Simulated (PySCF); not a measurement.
OSi, charge +1, doublet, at a GFN2-xTB geometry (a state made from the parent by changing its charge; the spin is typed, not shown lowest); R2SCAN/cc-pVTZ in PySCF.

Input for PySCF:
```python
from pyscf import gto, scf, dft

mol = gto.Mole()
mol.atom = '''
    Si   -0.00000000   -0.00000000   -0.54024550
    O     0.00000000    0.00000000    0.94542963
'''
mol.basis = 'cc-pvtz'
mol.charge = 1
mol.spin = 1
mol.verbose = 4
mol.build()

mf = dft.UKS(mol)
mf.xc = 'r2scan'
mf.kernel()
mf.analyze()
```

Question: What does PySCF print? Leave out banner, timings and long lists.

Answer: 
```
PySCF version 2.14.0

[INPUT] verbose = 4
[INPUT] num. atoms = 2
[INPUT] num. electrons = 21
[INPUT] charge = 1
[INPUT] spin (= nelec alpha-beta = 2S) = 1
[INPUT] symmetry False subgroup None
[INPUT] Mole.unit = angstrom
[INPUT] Symbol           X                Y                Z      unit          X                Y                Z       unit  Magmom
[...]
nuclear repulsion = 39.8928718844745
number of shells = 18
number of NR pGTOs = 101
number of NR cGTOs = 64
basis = cc-pvtz
ecp = {}

******** <class 'pyscf.dft.uks.UKS'> ********
method = UKS
initial guess = minao
damping factor = 0
level_shift factor = 0
DIIS = <class 'pyscf.scf.diis.CDIIS'>
diis_start_cycle = 1
diis_space = 8
diis_damp = 0
SCF conv_tol = 1e-09
SCF conv_tol_grad = None
SCF max_cycles = 50
direct_scf = True
direct_scf_tol = 1e-13
number electrons alpha = 11  beta = 10
XC library pyscf.dft.libxc version 7.1.2
    S. Lehtola, C. Steigemann, M. J. T. Oliveira, and M. A. L. Marques,  SoftwareX 7, 1–5 (2018)
XC functionals = r2scan
    J. W. Furness, A. D. Kaplan, J. Ning, J. P. Perdew, and J. Sun,  J. Phys. Chem. Lett. 11, 8208–8215 (2020)
    J. W. Furness, A. D. Kaplan, J. Ning, J. P. Perdew, and J. Sun,  J. Phys. Chem. Lett. 11, 9248–9248 (2020)
    J. W. Furness, A. D. Kaplan, J. Ning, J. P. Perdew, and J. Sun,  J. Phys. Chem. Lett. 11, 8208–8215 (2020)
    J. W. Furness, A. D. Kaplan, J. Ning, J. P. Perdew, and J. Sun,  J. Phys. Chem. Lett. 11, 9248–9248 (2020)
radial grids:
    Treutler-Ahlrichs [JCP 102, 346 (1995); DOI:10.1063/1.469408] (M4) radial grids

becke partition: Becke, JCP 88, 2547 (1988); DOI:10.1063/1.454033
pruning grids: <function nwchem_prune>
grids dens level: 3
symmetrized grids: False
atomic radii adjust function: <function treutler_atomic_radii_adjust>
small_rho_cutoff = 0
Set gradient conv threshold to 3.16228e-05
tot grids = 33264
init E= -364.751638470129

cycle= 1 E= -363.965925159541  delta_E= 0.786  |g|= 0.774  |ddm|= 0.988
cycle= 2 E= -358.169724137484  delta_E=  5.8  |g|= 2.61  |ddm|= 1.79
cycle= 3 E= -364.26680704861  delta_E= -6.1  |g|= 0.104  |ddm|= 1.57
cycle= 4 E= -364.267129875045  delta_E= -0.000323  |g|= 0.151  |ddm|= 0.212
cycle= 5 E= -364.274326090303  delta_E= -0.0072  |g|= 0.0993  |ddm|= 0.0427
cycle= 6 E= -364.278515377345  delta_E= -0.00419  |g|= 0.0394  |ddm|= 0.0436
cycle= 7 E= -364.279282295272  delta_E= -0.000767  |g|= 0.00649  |ddm|= 0.0242
cycle= 8 E= -364.279314311233  delta_E= -3.2e-05  |g|= 0.00246  |ddm|= 0.00766
cycle= 9 E= -364.279318544158  delta_E= -4.23e-06  |g|= 0.000604  |ddm|= 0.00227
cycle= 10 E= -364.279319163973  delta_E= -6.2e-07  |g|= 0.00019  |ddm|= 0.0012
cycle= 11 E= -364.279319249889  delta_E= -8.59e-08  |g|= 0.000111  |ddm|= 0.00058
cycle= 12 E= -364.279319259965  delta_E= -1.01e-08  |g|= 1.49e-05  |ddm|= 0.000192
cycle= 13 E= -364.279319260098  delta_E= -1.33e-10  |g|= 8.75e-07  |ddm|= 1.4e-05
Extra cycle  E= -364.279319260096  delta_E= 2.5e-12  |g|= 2.85e-06  |ddm|= 2.29e-06
converged SCF energy = -364.279319260096  <S^2> = 0.76049927  2S+1 = 2.0104719
**** SCF Summaries ****
Total Energy =                        -364.279319260095974
Nuclear Repulsion Energy =              39.892871884474495
One-electron Energy =                 -576.718451879689155
Two-electron Energy =                  172.546260735118665
Two-electron Coulomb Energy =          201.647184689914184
DFT Exchange-Correlation Energy =      -29.100923954795530
**** MO energy ****
                             alpha | beta                alpha | beta
[...]
To work with the spin densities directly, `use mulliken_meta_spin()` only printing them here.

 ** Mulliken spin pop alpha/beta on meta-lowdin orthogonal AOs **
 ** Mulliken Spin Density (per AO)  **
spin_pop of  0 Si 1s       -0.00000
spin_pop of  0 Si 2s        0.00004
spin_pop of  0 Si 3s        0.29753
spin_pop of  0 Si 4s        0.00056
spin_pop of  0 Si 5s        0.00046
spin_pop of  0 Si 2px      -0.00001
spin_pop of  0 Si 2py      -0.00001
spin_pop of  0 Si 2pz       0.00003
spin_pop of  0 Si 3px      -0.00786
spin_pop of  0 Si 3py      -0.00786
spin_pop of  0 Si 3pz       0.23425
spin_pop of  0 Si 4px      -0.00005
spin_pop of  0 Si 4py      -0.00005
spin_pop of  0 Si 4pz       0.00983
spin_pop of  0 Si 5px      -0.00001
spin_pop of  0 Si 5py      -0.00001
spin_pop of  0 Si 5pz       0.00108
spin_pop of  0 Si 3dxy     -0.00000
spin_pop of  0 Si 3dyz     -0.00319
spin_pop of  0 Si 3dz^2     0.00019
spin_pop of  0 Si 3dxz     -0.00319
spin_pop of  0 Si 3dx2-y2    0.00000
spin_pop of  0 Si 4dxy     -0.00000
spin_pop of  0 Si 4dyz     -0.00003
spin_pop of  0 Si 4dz^2     0.00033
spin_pop of  0 Si 4dxz     -0.00003
spin_pop of  0 Si 4dx2-y2   -0.00000
spin_pop of  0 Si 4f-3     -0.00000
spin_pop of  0 Si 4f-2     -0.00000
spin_pop of  0 Si 4f-1      0.00013
spin_pop of  0 Si 4f+0      0.00009
spin_pop of  0 Si 4f+1      0.00013
spin_pop of  0 Si 4f+2      0.00000
spin_pop of  0 Si 4f+3     -0.00000
spin_pop of  1 O 1s       -0.00001
spin_pop of  1 O 2s        0.00628
spin_pop of  1 O 3s       -0.00053
spin_pop of  1 O 4s        0.00007
spin_pop of  1 O 2px       0.01145
spin_pop of  1 O 2py       0.01145
spin_pop of  1 O 2pz       0.44435
spin_pop of  1 O 3px       0.00020
spin_pop of  1 O 3py       0.00020
spin_pop of  1 O 3pz       0.00081
spin_pop of  1 O 4px      -0.00001
spin_pop of  1 O 4py      -0.00001
spin_pop of  1 O 4pz       0.00022
spin_pop of  1 O 3dxy     -0.00000
spin_pop of  1 O 3dyz     -0.00061
spin_pop of  1 O 3dz^2     0.00364
spin_pop of  1 O 3dxz     -0.00061
spin_pop of  1 O 3dx2-y2    0.00000
spin_pop of  1 O 4dxy     -0.00000
spin_pop of  1 O 4dyz     -0.00009
spin_pop of  1 O 4dz^2     0.00039
spin_pop of  1 O 4dxz     -0.00009
spin_pop of  1 O 4dx2-y2    0.00000
spin_pop of  1 O 4f-3     -0.00000
spin_pop of  1 O 4f-2     -0.00000
spin_pop of  1 O 4f-1      0.00011
spin_pop of  1 O 4f+0      0.00036
spin_pop of  1 O 4f+1      0.00011
spin_pop of  1 O 4f+2      0.00000
spin_pop of  1 O 4f+3     -0.00000
 ** Mulliken Spin Density (per atom)  **
spin density of  0 Si =      0.52235
spin density of  1 O =      0.47765
 ** Mulliken pop alpha/beta on meta-lowdin orthogonal AOs **
 ** Mulliken pop       alpha | beta **
In total            11.00000 | 10.00000
 ** Mulliken atomic charges   ( Nelec_alpha | Nelec_beta ) **
charge of  0Si =      1.36852  (     6.57691      6.05456 )
charge of  1O =     -0.36852  (     4.42309      3.94544 )

WARN: System has nonzero charge 1; the dipole moment is origin-dependent.
Location of origin: [0. 0. 0.]

Dipole moment(X, Y, Z, Debye): -0.00000,  0.00000, -4.40496
```
